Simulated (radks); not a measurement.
Zr+, 39 electrons, occupied as [Kr] 4d1.5 5s1.5 (fractional occupations, a model configuration). Calculated with a radial shooting solver on a logarithmic mesh with Libxc functionals: scalar-relativistic Kohn-Sham, PBEsol, spin-unpolarised, spherical densities, finite nucleus; Fermi nuclear charge, rms radius 4.2694 fm.

Unscreened Slater integrals over Kohn-Sham orbitals (cm^-1).

| integral | value |
|---|---|
| F0(5s,5s) | 59022 |
| F0(5s,4d) | 69028 |
| G2(5s,4d) | 17568 |
| F0(5s,4p) | 73817 |
| G1(5s,4p) | 5470.3 |
| F0(5s,4s) | 74730 |
| G0(5s,4s) | 3423.1 |
| F0(4d,4d) | 96342 |
| F2(4d,4d) | 47387 |
| F4(4d,4d) | 30550 |
| F0(4d,4p) | 113880 |
| F2(4d,4p) | 52922 |
| G1(4d,4p) | 63991 |
| G3(4d,4p) | 38662 |
| F0(4d,4s) | 117630 |
| G2(4d,4s) | 43826 |
| F0(4p,4p) | 145300 |
| F2(4p,4p) | 76339 |
| F0(4p,4s) | 153390 |
| G1(4p,4s) | 103590 |
| F0(4s,4s) | 163180 |

Derived for the open shells (J is the average intra-shell exchange parameter used in DFT+U). 4d: Racah B = F2/49 - 5 F4/441 = 620.7 cm^-1, C = 35 F4/441 = 2425 cm^-1, C/B = 3.91, F4/F2 = 0.645, J = (F2 + F4)/14 = 5567 cm^-1.
